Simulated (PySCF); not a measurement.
A structure optimised at B3LYP-D3(BJ)/def2-SVP, used in a PySCF frequency run:

```xyz
10

C      2.0102     2.3627     0.0000
C      1.1741     1.4779     0.0000
Si     0.0016     0.0822     0.0000
Si     1.0719    -1.9945     0.0000
Cl    -1.1985     0.2311     1.6888
Cl    -1.1985     0.2311    -1.6888
H      2.7422     3.1504     0.0000
H      1.9203    -2.1083    -1.2202
H      0.0336    -3.0627     0.0000
H      1.9203    -2.1083     1.2202
```
Charge 0, spin multiplicity 1.

Task: Write its SMILES, formula and point group.

Result: C#C[Si]([SiH3])(Cl)Cl, C2H4Cl2Si2, Cs

Task: What are its rotational constants (standard atomic weights)?

Result: 1.2069, 1.1421, 1.1209 GHz
